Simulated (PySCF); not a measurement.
C5H7FO.
Cartesian coordinates in Å at the GFN2-xTB level; atoms count from 1:
```xyz
14
C5H7FO angstrom
F      2.4974   -0.1136   -0.3917
C      1.3053   -0.1154    0.3088
C      0.5843    1.1819    0.0986
C     -0.7310    1.2075   -0.0394
C     -1.5603   -0.0398   -0.0020
O     -0.8486   -1.1872    0.4103
C      0.4250   -1.2748   -0.1746
H      1.5761   -0.2469    1.3664
H      1.1960    2.0694    0.0524
H     -1.2701    2.1273   -0.2064
H     -2.3864    0.0665    0.7067
H     -1.9913   -0.2032   -1.0060
H      0.3623   -1.2344   -1.2722
H      0.8405   -2.2378    0.1268
```

Probes without a nucleus sit at each ring's centroid and 1 Å off its mean plane on both sides; NICS is minus the shielding there, NICSzz its component along the normal. Level: GIAO PBE0/pcSseg-1 (PySCF, non-relativistic, gas phase) on the GFN2-xTB geometry, one conformer.

Ring bond lengths (Å), with Mayer bond orders in brackets: C2–C3 1.499 (1.01), C3–C4 1.323 (1.90), C4–C5 1.498 (1.02), C5–O6 1.412 (0.94), O6–C7 1.404 (0.93), C7–C2 1.534 (1.03).

What do the NICS probes read (ppm)?

| ring | type | NICS(0) | NICS(1), two faces | NICS(1)zz, two faces | rms pucker (Å) | centre to ring atoms, mean (Å) |
| --- | --- | --- | --- | --- | --- | --- |
| C2–C3–C4–C5–O6–C7 | 6-membered ring with O; formal bonds 1 double, 5 single | -1.2 | -2.3 / -1.6 | 0.5 / 2.2 | 0.20 | 1.41 |

What can be read from them?

- C2–C3–C4–C5–O6–C7: mean NICS(1)zz 1.3 ppm, near zero. C2, C5, C7 have four or more neighbours, and the NICS criterion for π rings isn't applied.

At the second NICS(1) probe listed for ring C2–C3–C4–C5–O6–C7, 1 Å off the ring, what do the in-plane components average?

The isotropic value is a third of the trace: (3 × -1.6 − (2.2))/2 = -3.5 ppm.

Give the inner angles of the rings and the Hirshfeld charges of the ring atoms.

- C2–C3–C4–C5–O6–C7: C2 109.5° (+0.054 e), C3 120.6° (-0.064 e), C4 122.1° (-0.048 e), C5 113.9° (+0.004 e), O6 112.7° (-0.143 e), C7 110.0° (-0.007 e); sum 688.9° against 720° for a flat convex ring.

How shielded are the nuclei of the rings and their hydrogens (means over atoms taken as equivalent)?

```json
{"atoms": "C2", "environment": "sp3 C–F carbon", "σ isotropic (ppm)": "100.9"}
{"atoms": "C3", "environment": "alkene CH carbon", "σ isotropic (ppm)": "51.1"}
{"atoms": "C4", "environment": "alkene CH carbon", "σ isotropic (ppm)": "50.1"}
{"atoms": "C5", "environment": "sp3 carbon bound to oxygen", "σ isotropic (ppm)": "117.4"}
{"atoms": "O6", "environment": "cyclic ether oxygen", "σ isotropic (ppm)": "306.9"}
{"atoms": "C7", "environment": "sp3 carbon bound to oxygen", "σ isotropic (ppm)": "116.5"}
{"atoms": "H8", "environment": "methine hydrogen", "σ isotropic (ppm)": "26.42"}
{"atoms": "H9", "environment": "vinylic hydrogen", "σ isotropic (ppm)": "25.33"}
{"atoms": "H10", "environment": "vinylic hydrogen", "σ isotropic (ppm)": "25.74"}
{"atoms": "H11", "environment": "methylene hydrogen", "σ isotropic (ppm)": "27.41"}
{"atoms": "H12", "environment": "methylene hydrogen", "σ isotropic (ppm)": "27.39"}
{"atoms": "H13", "environment": "methylene hydrogen", "σ isotropic (ppm)": "28.21"}
{"atoms": "H14", "environment": "methylene hydrogen", "σ isotropic (ppm)": "27.37"}
```

On one thread of an Arm Neoverse V1, on a shared host, this took 18 s wall and 0.72 GiB of memory at its peak. This is the whole shielding run at PBE0/pcSseg-1, SCF included.
